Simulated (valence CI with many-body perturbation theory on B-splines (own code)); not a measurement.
**E1 transitions of P⁸⁺**

Level of theory: relativistic CI+MBPT: five valence electrons over a frozen Dirac-Fock core [He], radial functions for each j: 11 s, 11 p, 10 d, 8 f, 5 g, 2 h, with the one-electron correlation potential Σ1, the two-electron term Σ2, the three-electron term Σ3, Breit, model QED; selected CI, second order for the rest, scaled by the run's own slope (own B-spline code, finite nucleus).

No measured spectrum was set against this ion. As an estimate, levels of excited configurations hold to 0.05 to 0.15 % of their energy, terms of the ground configuration to about 0.5 %. Among the levels kept, up to 6100 cm⁻¹ of a level comes from second order outside the variational space, and about a tenth of that is noise between levels of different J, which matters for small intervals.

Lines 351 to 400 of 600 in falling wavelength, among levels below 2384900 cm⁻¹, chosen from the strongest by gf and those to the six lowest levels. Wavelengths and rates use the calculated energies, so an error of 300 cm⁻¹ moves a line at 20.46 nm by 0.061 % and its rate by three times that or more. Electric multipoles are in the length gauge, E1 and E2 with the static RPA response of the core. Weak lines are less certain than strong ones. Lines between different terms over intervals too small for the method are left out, as are lines whose strength nearly cancels. Where a level lies close to another of its J and parity, the split of strength between their lines is uncertain. The highest levels of a list are the least certain.

Names give the largest LS component (configuration and term), which can be under half, so a name can repeat, a term be missing and a line seem to break the LS rules; names also repeat where a configuration has a term twice. Letters in brackets count levels of one name in rising energy.

```
λ vac (nm)                Upper                 Lower   A (s⁻¹)  S (a.u.)
     20.46      2s²2p²4s ²P_3/2  2s²2p²3p ²D°_5/2 [a]  1.01e+10  1.71e-01
     20.43   2s2p³3p ⁴P_3/2 [d]      2s²2p²3p ⁴D°_5/2  1.77e+10  2.98e-01
     20.41   2s2p³3p ⁴P_5/2 [d]      2s²2p²3p ⁴D°_5/2  8.13e+09  2.05e-01
     20.40  2s2p³3s ⁴S°_3/2 [b]       2s²2p²3s ⁴P_5/2  2.25e+10  3.77e-01
     20.37  2s2p³3s ²P°_3/2 [b]       2s²2p²3s ²D_5/2  2.58e+10  4.30e-01
     20.37  2s2p³3s ²P°_1/2 [b]       2s²2p²3s ²D_3/2  2.98e+10  2.48e-01
     20.35      2s2p³3s ²S°_1/2       2s²2p²3s ²P_1/2  1.74e+10  1.45e-01
     20.34   2s2p³3p ⁴P_1/2 [d]      2s²2p²3p ⁴D°_3/2  1.55e+10  1.29e-01
     20.30   2s2p³3p ⁴P_3/2 [d]      2s²2p²3p ⁴D°_3/2  9.94e+09  1.64e-01
     20.27   2s2p³3p ⁴P_1/2 [d]      2s²2p²3p ⁴D°_1/2  1.60e+10  1.32e-01
     20.21  2s2p³3s ⁴S°_3/2 [b]       2s²2p²3s ⁴P_3/2  1.44e+10  2.35e-01
     20.08  2s2p³3s ⁴S°_3/2 [b]       2s²2p²3s ⁴P_1/2  7.18e+09  1.15e-01
     20.07  2s²2p²4s ²P_1/2 [a]      2s²2p²3p ⁴P°_3/2  9.41e+09  7.51e-02
     20.05      2s²2p²4s ⁴P_3/2      2s²2p²3p ⁴P°_5/2  6.42e+09  1.02e-01
     19.91      2s²2p²4s ⁴P_3/2      2s²2p²3p ⁴P°_1/2  5.19e+09  8.08e-02
     19.85      2s²2p²4s ⁴P_5/2      2s²2p²3p ⁴P°_5/2  1.17e+10  2.71e-01
     19.74      2s²2p²4s ⁴P_5/2      2s²2p²3p ⁴P°_3/2  4.25e+09  9.68e-02
     19.71         2s2p⁴ ²P_3/2        2s²2p³ ²D°_5/2  3.43e+10  5.19e-01
     19.69         2s2p⁴ ²P_3/2        2s²2p³ ²D°_3/2  5.31e+09  8.01e-02
     19.65      2s²2p²4s ⁴P_5/2      2s²2p²3p ⁴D°_7/2  2.91e+09  6.54e-02
     19.45         2s2p⁴ ²P_1/2        2s²2p³ ²D°_3/2  3.22e+10  2.34e-01
     15.72     2s²2p²4p ⁴D°_1/2       2s²2p²3s ⁴P_1/2  1.48e+10  5.69e-02
     15.69     2s²2p²4p ⁴D°_5/2       2s²2p²3s ⁴P_3/2  1.65e+10  1.89e-01
     15.68     2s²2p²4p ⁴D°_3/2       2s²2p²3s ⁴P_1/2  1.24e+10  9.44e-02
     6.652     2s²2p²3p ⁴P°_3/2          2s2p⁴ ⁴P_5/2  3.75e+09  2.18e-03
     6.640     2s²2p²3p ⁴P°_5/2          2s2p⁴ ⁴P_5/2  3.55e+09  3.08e-03
     6.570     2s²2p²3p ⁴S°_3/2          2s2p⁴ ⁴P_5/2  1.45e+10  8.11e-03
     6.232  2s2p³3s ²P°_3/2 [a]          2s2p⁴ ²S_1/2  5.90e+10  2.82e-02
     6.191  2s2p³3s ⁴S°_3/2 [a]          2s2p⁴ ⁴P_3/2  5.66e+10  2.65e-02
     6.172  2s2p³3s ⁴S°_3/2 [a]          2s2p⁴ ⁴P_5/2  8.82e+10  4.09e-02
     6.134  2s2p³3s ²D°_5/2 [a]          2s2p⁴ ²D_5/2  1.30e+11  8.86e-02
     6.133  2s2p³3s ²D°_3/2 [a]          2s2p⁴ ²D_3/2  1.30e+11  5.92e-02
     6.066      2s²2p²3s ²P_1/2        2s²2p³ ²P°_3/2  1.91e+10  4.20e-03
     6.062      2s²2p²3s ²P_1/2        2s²2p³ ²P°_1/2  6.41e+10  1.41e-02
     6.051  2s2p³3s ²D°_3/2 [b]          2s2p⁴ ²P_1/2  4.94e+10  2.16e-02
     6.046      2s²2p²3s ²P_3/2        2s²2p³ ²P°_3/2  8.59e+10  3.75e-02
     6.042      2s²2p²3s ²P_3/2        2s²2p³ ²P°_1/2  2.24e+10  9.76e-03
     6.028  2s2p³3s ²D°_5/2 [b]          2s2p⁴ ²P_3/2  5.79e+10  3.76e-02
     5.976      2s2p³3s ²S°_1/2          2s2p⁴ ²P_3/2  2.23e+11  4.69e-02
     5.931  2s2p³3s ²P°_3/2 [a]          2s2p⁴ ²D_5/2  7.69e+10  3.17e-02
     5.918      2s²2p²3s ²P_1/2        2s²2p³ ²D°_3/2  1.59e+11  3.25e-02
     5.912      2s²2p²3s ²D_5/2        2s²2p³ ²P°_3/2  3.36e+10  2.05e-02
     5.911      2s²2p²3s ²D_3/2        2s²2p³ ²P°_3/2  2.55e+10  1.04e-02
     5.908      2s²2p²3s ²D_3/2        2s²2p³ ²P°_1/2  2.74e+10  1.11e-02
     5.900      2s²2p²3s ²P_3/2        2s²2p³ ²D°_5/2  1.31e+11  5.33e-02
     5.828  2s2p³3s ²P°_3/2 [b]          2s2p⁴ ²P_3/2  7.61e+10  2.97e-02
     5.801      2s2p³3d ²P°_3/2          2s2p⁴ ²P_3/2  8.82e+10  3.40e-02
     5.800      2s2p³3s ⁴D°_5/2          2s2p⁴ ⁴P_3/2  6.78e+10  3.92e-02
     5.800      2s2p³3s ⁴D°_3/2          2s2p⁴ ⁴P_3/2  6.10e+10  2.35e-02
     5.785  2s2p³3d ²D°_5/2 [a]          2s2p⁴ ²P_3/2  5.20e+10  2.98e-02
```
